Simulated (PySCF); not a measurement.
Bonds: Ta1-O2 1.701 Å, Ta1-Cl3 2.290 Å, Ta1-Cl4 2.293 Å, Ta1-Cl5 2.294 Å.

Geometry: PBE0-D3(BJ)/def2-SVP; GIAO absolute shieldings from PySCF 2.14, gas phase, scalar relativity only through the core potential, averaged over equivalent atoms.

At wB97X-D/pcSseg-1 (def2-TZVP on Ta) (129 basis functions, 12 s wall time on 1 thread of an x86-64 server CPU, shared host):
| atoms | σ (ppm) |
| --- | --- |
| O2 | -616.8 |
| Cl3/Cl4/Cl5 | 518.1 |

Q: Predict the values at PBE0/pcSseg-1 (def2-TZVP on Ta) on the same geometry.

A: 
```json
{"atoms": "O2", "σ at PBE0/pcSseg-1 (def2-TZVP on Ta)": "-622.9", "change": "-6.1"}
{"atoms": "Cl3/Cl4/Cl5", "σ at PBE0/pcSseg-1 (def2-TZVP on Ta)": "489.8", "change": "-28.3"}
```

The largest change is at Cl3/Cl4/Cl5 (chlorine bonded to Ta). Cost: 129 basis functions, 9.1 s wall time on 1 thread of an x86-64 server CPU, shared host.

Ta is described by an effective core potential, so it has no shielding of its own here; spin–orbit effects on the atoms bonded to it, which can be large, are absent, and the values of these neighbours are rough.
